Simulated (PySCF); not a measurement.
PySCF 2.14 output of an unrestricted M06-L calculation on a single atom or ion in def2-TZVP with the def2 core potential (28 electrons), with scalar relativity through the core potential:

```
SCF conv_tol = 1e-09
number electrons alpha = 9  beta = 5
    Y. Zhao and D. G. Truhlar.,  J. Chem. Phys. 125, 194101 (2006)
    Y. Zhao and D. G. Truhlar.,  J. Chem. Phys. 125, 194101 (2006)
    Y. Zhao and D. G. Truhlar.,  Theor. Chem. Acc. 120, 215 (2008)
cycle= 1 E= -93.9753969410028  delta_E= -0.00339  |g|= 0.0221  |ddm|= 0.133
cycle= 2 E= -93.9754754738934  delta_E= -7.85e-05  |g|= 0.015  |ddm|= 0.0245
cycle= 3 E= -93.9755439837012  delta_E= -6.85e-05  |g|= 0.00062  |ddm|= 0.0106
cycle= 4 E= -93.975544100884  delta_E= -1.17e-07  |g|= 2.83e-05  |ddm|= 0.00048
cycle= 5 E= -93.9755441014219  delta_E= -5.38e-10  |g|= 1.94e-06  |ddm|= 5.67e-05
converged SCF energy = -93.9755441014219  <S^2> = 6.0021708  2S+1 = 5.0008683
```

The run itself started from symmetry-adapted Hartree-Fock orbitals and held the occupation by maximum overlap, on a logarithmic radial grid, so the iterations belong to that start.

Task: Which element, charge and spin multiplicity is this?

Result: Ru²⁺ (ruthenium, charge +2), multiplicity 5; the state was [Kr] 4d6, high-spin 5D determinant.

Energies and moments cover only the electrons outside the core potential.
